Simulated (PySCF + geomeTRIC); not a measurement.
Species: H7GaN2Si, SMILES `[NH2][Ga]([NH2])[SiH3]` (charge 0, multiplicity 1).

Q: Give a relaxed geometry from r2SCAN-D4/def2-TZVP run with PySCF + geomeTRIC.

A: One answer among several that fit: the end point of this relaxation, one of several conformers (outside a Z-matrix the atoms follow the SMILES, hydrogens last).
Cartesian coordinates (Å) in one orientation:
```xyz
11

N      0.713     1.893    -0.252
Ga     0.347     0.120    -0.059
N      1.793    -0.979    -0.186
Si    -1.863    -0.680     0.331
H      0.010     2.612    -0.209
H      1.627     2.275    -0.429
H      2.735    -0.666    -0.353
H      1.744    -1.980    -0.096
H     -1.923    -1.540     1.545
H     -2.816     0.446     0.524
H     -2.353    -1.495    -0.814
```
